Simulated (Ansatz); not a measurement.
`O[SiH2]/C=C\[SiH](O)O` + CH₃OH → `CO[SiH](O)O` + `C=C[SiH2]O`  (ligand exchange at the Si–C bond)

Calculated with Ansatz (gas phase, PBE0-D4/def2-TZVP geometries, no zero-point term in ΔE). CCSD(T)/CBS adds triple-zeta CCSD(T) − MP2 to the extrapolated MP2 energy (def2 sets, frozen cores). This one scheme is used for every species. Functionals use def2-TZVPP. B3LYP here is the variant with VWN-RPA as its local correlation; programs differ in this. One conformer a species, not always the lowest.

Question: Is it downhill or uphill in electronic energy at CCSD(T)/CBS, and by how much? (An estimate is asked.)

Answer: The calculation gave: Downhill: ΔE = -113.4 kJ/mol.

Question: What do these levels give: r2SCAN-D4, B3LYP-D4, ωB97X-V, PBE0, MP2/def2-QZVPP, SCS-MP2/def2-QZVPP? (An estimate is asked.)

Answer: The calculation gave: r2SCAN-D4 -111.0, B3LYP-D4 -108.8, ωB97X-V -112.8, PBE0 -108.5, MP2/def2-QZVPP -115.1, SCS-MP2/def2-QZVPP -119.4 kJ/mol.

Largest T1 diagnostic among the species: 0.012.

The D4 term adds +10.1 kJ/mol with B3LYP and +5.8 kJ/mol with PBE0; it sums over pairs of atoms, weighted by their polarisabilities, and B3LYP, whose exchange is more repulsive, gets the larger term. From PBE to PBE0 (25 % exact exchange), in def2-TZVPP and without D4, ΔE moves by −6.1 kJ/mol. In def2-TZVPP, CCSD(T) changes the Hartree–Fock value by +27.7 kJ/mol (the triples alone add +4.6 kJ/mol) and MP2 by +26.6 kJ/mol.
